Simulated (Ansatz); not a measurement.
CuCl2. Total charge 0; doublet. Geometry r2SCAN-D4/def2-TZVP; atoms count from 1.

Cartesian coordinates in Å:
```
Cu 0.0000 0.0000 0.0000
Cl 0.9100 -1.8311 0.2370
Cl -0.9100 1.8311 -0.2369
```

Question: Estimate the Mulliken populations from the PBE0/def2-TZVP orbitals of Ansatz.

Answer: 
```json
{"atom": "Cu1", "charge (e)": "0.51", "spin (α − β)": "0.48", "d electrons": "9.49"}
{"atom": "Cl2", "charge (e)": "-0.25", "spin (α − β)": "0.26", "d electrons": "–"}
{"atom": "Cl3", "charge (e)": "-0.25", "spin (α − β)": "0.26", "d electrons": "–"}
```
Mulliken values depend strongly on the basis.

Question: Where does the spin sit?

Answer: Summed by element: Cu 0.48, Cl 0.52, of 1 unpaired in all. Largest on single atoms: Cu1 0.48, Cl3 0.26, Cl2 0.26.

Question: And the Mayer bond orders between heavy atoms (over 0.3)?

Answer: Cu1–Cl2 1.11 (2.06 Å); Cu1–Cl3 1.11 (2.06 Å).
